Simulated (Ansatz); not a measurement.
Ideal-gas functions of `C#CO[SiH2]Br` at 800 K and 1 bar, from an Ansatz frequency run at PBE0-D4/def2-TZVP.

Molar mass 151.04 g/mol, point group Cs (symmetry number 1), electronic degeneracy 1, moments of inertia 31.363, 547.629, 572.887 u Å². Harmonic wavenumbers (cm⁻¹, unscaled): 38, 84, 181, 439, 454, 495, 576, 597, 622, 705, 757, 872, 957, 1175, 2269, 2287, 2297, 3499.

Use S(trans) = R[1.5 ln M + 2.5 ln T − 1.1517]; rotational temperatures θ = 24.2544 K / I; S(rot) = R[ln(√π/σ · √(T³/θAθBθC)) + 1.5]; for each mode x = 1.438777 ν̃/T, S = R[x/(eˣ − 1) − ln(1 − e⁻ˣ)] and H = RT x/(eˣ − 1); 1 cm⁻¹ = 0.0119627 kJ/mol; R = 8.31446 J/(mol·K).

Task: By hand: the entropy, in J/(mol·K).

Result: Translation 191.9. Rotation: θ = 0.7733, 0.0443, 0.0423 K, giving 127.8. Vibration, mode by mode: 30.63, 24.04, 17.68, 10.49, 10.23, 9.55, 8.38, 8.11, 7.80, 6.88, 6.36, 5.38, 4.76, 3.49, 0.72, 0.71, 0.70, 0.11, in all 156.0. Electronic 0.0. Sum 475.7 J/(mol·K).

Task: By hand: H − E and G − E in kJ/mol, counted from the electronic energy.

Result: Zero-point energy ½ × 18304 × 0.0119627 = 109.5; thermal vibration 57.2; translation, rotation and pV give 4 RT = 26.6. H − E = 193.3 kJ/mol, and G − E = 193.3 − 800 × 475.7/1000 = -187.3 kJ/mol.

Vibration gives 33 % of the entropy, 54.7 J/(mol·K) of it from the modes under 150 cm⁻¹: soft modes count most, and the harmonic formula is weakest for them. The sum counts one conformer and one mirror image; others add a mixing term.
